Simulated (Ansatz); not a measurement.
Si₁₆OH₂₈⁻. Charge -1, multiplicity 2. Geometry PBE-D4/def2-SVP, that of the neutral singlet; atoms count from 1.

Cartesian coordinates in Å:
```
Si -1.265 -3.496 -1.615
Si -1.386 2.452 -2.869
Si -1.188 3.082 0.682
O -1.889 -0.244 -0.669
Si 2.272 -1.674 -1.950
Si 1.900 0.238 -0.607
Si 2.216 -0.226 1.687
Si 1.671 -4.102 0.908
Si 1.664 3.634 2.431
Si -1.600 0.159 -2.407
Si -2.486 -1.915 -0.376
Si 1.068 -3.590 -1.310
Si -1.693 0.792 0.876
Si -2.562 3.568 -1.166
Si 1.033 3.672 0.140
Si 1.265 -2.286 2.349
Si 1.511 1.423 3.237
H -1.891 -4.773 -1.101
H -1.650 -3.351 -3.064
H -1.998 2.505 -4.250
H 0.074 2.791 -2.939
H -2.013 3.422 1.922
H 2.020 -1.370 -3.408
H 3.720 -2.079 -1.814
H 0.495 0.710 -0.894
H 2.869 1.274 -1.097
H 3.710 -0.434 1.803
H 0.946 -5.342 1.371
H 3.149 -4.401 0.873
H 0.910 4.448 3.467
H 3.124 3.995 2.617
H -2.867 -0.414 -2.993
H -0.477 -0.758 -2.804
H -3.944 -1.857 -0.731
H -2.319 -2.088 1.102
H 1.455 -4.747 -2.204
H -3.059 0.509 1.457
H -0.727 -0.109 1.590
H -3.964 3.005 -1.172
H -2.632 5.036 -1.500
H 0.581 5.152 0.158
H -0.233 -2.163 2.494
H 1.808 -2.638 3.714
H 0.076 1.072 3.572
H 2.306 1.118 4.488
```

Single mean-field runs in def2-TZVP are fitted with def2-universal-jkfit.

**Question.** Estimate the Mulliken populations of the heavy atoms from the PBE0/def2-TZVP orbitals of Ansatz.

**Answer.** 
```json
{"atom": "Si1", "charge (e)": "-0.05", "spin (α − β)": "0.03"}
{"atom": "Si2", "charge (e)": "-0.02", "spin (α − β)": "0.02"}
{"atom": "Si3", "charge (e)": "0.00", "spin (α − β)": "0.02"}
{"atom": "O4", "charge (e)": "-0.22", "spin (α − β)": "-0.10"}
{"atom": "Si5", "charge (e)": "-0.05", "spin (α − β)": "0.00"}
{"atom": "Si6", "charge (e)": "0.09", "spin (α − β)": "0.01"}
{"atom": "Si7", "charge (e)": "0.01", "spin (α − β)": "0.00"}
{"atom": "Si8", "charge (e)": "-0.02", "spin (α − β)": "0.00"}
{"atom": "Si9", "charge (e)": "-0.01", "spin (α − β)": "0.00"}
{"atom": "Si10", "charge (e)": "0.05", "spin (α − β)": "0.36"}
{"atom": "Si11", "charge (e)": "0.02", "spin (α − β)": "0.39"}
{"atom": "Si12", "charge (e)": "0.03", "spin (α − β)": "0.00"}
{"atom": "Si13", "charge (e)": "0.13", "spin (α − β)": "0.26"}
{"atom": "Si14", "charge (e)": "-0.01", "spin (α − β)": "0.02"}
{"atom": "Si15", "charge (e)": "-0.30", "spin (α − β)": "0.00"}
{"atom": "Si16", "charge (e)": "0.01", "spin (α − β)": "0.00"}
{"atom": "Si17", "charge (e)": "0.00", "spin (α − β)": "0.01"}
```
Mulliken values depend strongly on the basis.

**Question.** Where does the spin sit?

**Answer.** Summed by element: Si 1.12, O -0.10, H -0.02, of 1 unpaired in all. Largest on single atoms: Si11 0.39, Si10 0.36, Si13 0.26.

**Question.** And the Mayer bond orders between heavy atoms (over 0.3)?

**Answer.** Si1–Si11 1.00 (2.35 Å); Si1–Si12 0.94 (2.35 Å); Si2–Si10 0.99 (2.35 Å); Si2–Si14 0.94 (2.35 Å); Si3–Si13 0.96 (2.35 Å); Si3–Si14 0.92 (2.35 Å); Si3–Si15 1.02 (2.36 Å); O4–Si10 0.70 (1.81 Å); O4–Si11 0.69 (1.80 Å); O4–Si13 0.63 (1.87 Å); Si5–Si6 0.91 (2.37 Å); Si5–Si12 0.95 (2.35 Å); Si6–Si7 0.94 (2.36 Å); Si7–Si16 0.94 (2.36 Å); Si7–Si17 0.93 (2.37 Å); Si8–Si12 0.95 (2.35 Å); Si8–Si16 0.95 (2.35 Å); Si9–Si15 1.00 (2.38 Å); Si9–Si17 0.95 (2.36 Å).
